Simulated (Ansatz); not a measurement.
Species: sum formula Si2NH7F, charge 1, multiplicity 1. It need not be the lowest isomer of its formula. 
Geometry from a B3LYP-D3(BJ)/def2-TZVP (Ansatz, a first-principles code) optimisation:
```xyz
11

Si     1.1302    -0.8277    -0.1309
F      1.5153     0.3979     0.7900
N     -0.4475    -0.2185    -0.9099
Si    -1.6074     0.7474     0.2395
H      0.7231    -1.9989     0.6456
H      2.0853    -1.0181    -1.2226
H     -0.2296     0.3707    -1.7183
H     -2.8847     0.7366    -0.4842
H     -0.9636     2.0592     0.3479
H     -1.5928    -0.0603     1.4653
H     -0.9618    -1.0166    -1.2938
```
Charge +1, spin multiplicity 1.

Basis-set convergence of Hartree-Fock and CCSD correlation energies (hartree) with Ansatz. Cores are frozen in the correlated levels unless marked. Spin-orbit coupling is left out. Non-relativistic.

```json
[
 {"basis": "cc-pV(D+d)Z", "functions": "109", "E(HF)": "-735.70828", "E(corr, CCSD)": "-0.60856"},
 {"basis": "cc-pV(T+d)Z", "functions": "236", "E(HF)": "(withheld)", "E(corr, CCSD)": "(withheld)"}
]
```

**Question.** What belongs in the gaps?

**Answer.** 
- cc-pV(T+d)Z, E(HF): -735.80078
- cc-pV(T+d)Z, E(corr, CCSD): -0.75401
